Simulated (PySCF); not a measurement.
Compound: C4H10O2S.
Numbering: `[CH3:1][CH2:2][S@@:3](=[O:4])[CH2:5][O:6][CH3:7]` (hydrogens: H8, H9, H10 on C1; H11, H12 on C2; H13, H14 on C5; H15, H16, H17 on C7)

The same species was optimised twice, with GFN2-xTB and with PBE0-D3(BJ)/def2-SVP (PySCF), and the same property calculations (PySCF, gas phase) were run on both structures.

```tsv
coordinate	GFN2-xTB	PBE0-D3(BJ)/def2-SVP	change
S3–C5 (Å)	1.896	1.851	-0.045
S3=O4 (Å)	1.467	1.511	+0.044
C2–S3 (Å)	1.861	1.840	-0.021
C5–O6 (Å)	1.381	1.372	-0.009
O6–C7 (Å)	1.417	1.413	-0.004
C1–C2 (Å)	1.512	1.512	0.000
C2–S3–C5 (°)	97.4	99.1	+1.7
S3–C5–O6 (°)	115.4	117.0	+1.6
C1–C2–S3 (°)	111.8	112.7	+0.9
C2–S3–O4 (°)	106.0	106.8	+0.8
O4–S3–C5 (°)	107.0	107.5	+0.5
C5–O6–C7 (°)	114.5	114.8	+0.3
C1–C2–S3–O4 (°)	-34	-32	+2
C2–S3–C5–O6 (°)	-61	-53	+8
S3–C5–O6–C7 (°)	-80	-79	+1
```

Rotational constants: A = 2796, B = 1768, C = 1521 MHz (GFN2-xTB) against A = 2718, B = 1806, C = 1541 MHz (PBE0-D3(BJ)/def2-SVP). Point groups within 0.08 Å: C1 and C1.

On the GFN2-xTB structure: isotropic polarisability (au) 79.0 [wB97X-D/def2-SVPD]; HOMO (eV) -8.29 [wB97X-D/def2-SVPD]; LUMO (eV) 2.04 [wB97X-D/def2-SVPD]; dipole (D) 2.68 [wB97X-D/def2-SVPD].

Task: What do these properties become on the PBE0-D3(BJ)/def2-SVP structure?

Result: 
| property | level | on GFN2-xTB | on PBE0-D3(BJ)/def2-SVP | change |
| --- | --- | --- | --- | --- |
| isotropic polarisability (au) | wB97X-D/def2-SVPD | 79.0 | 79.2 | +0.2 |
| HOMO (eV) | wB97X-D/def2-SVPD | -8.29 | -8.32 | -0.03 |
| LUMO (eV) | wB97X-D/def2-SVPD | 2.04 | 2.02 | -0.02 |
| dipole (D) | wB97X-D/def2-SVPD | 2.68 | 2.91 | +0.23 |
| energy, GFN2-xTB geometry as zero (kcal/mol) | wB97X-D/def2-SVPD | 0.0 | -2.4 | -2.4 |

The heavy atoms differ by 0.087 Å rms after alignment. Among bonds between heavy atoms S3=O4 and S3–C5 change most and about equally (-0.045 to +0.044 Å). Changes are differences of the printed values. Neither structure is proved a minimum here.

The values belong to the conformer `[CH3:1][CH2:2][S@@:3](=[O:4])[CH2:5][O:6][CH3:7]`: C1–C2–S3–O4 -32°, C2–S3–C5–O6 -53°, S3–C5–O6–C7 -79°.

wB97X-D is run here without its empirical dispersion term; that term would change no orbital, density or response property at a fixed geometry.
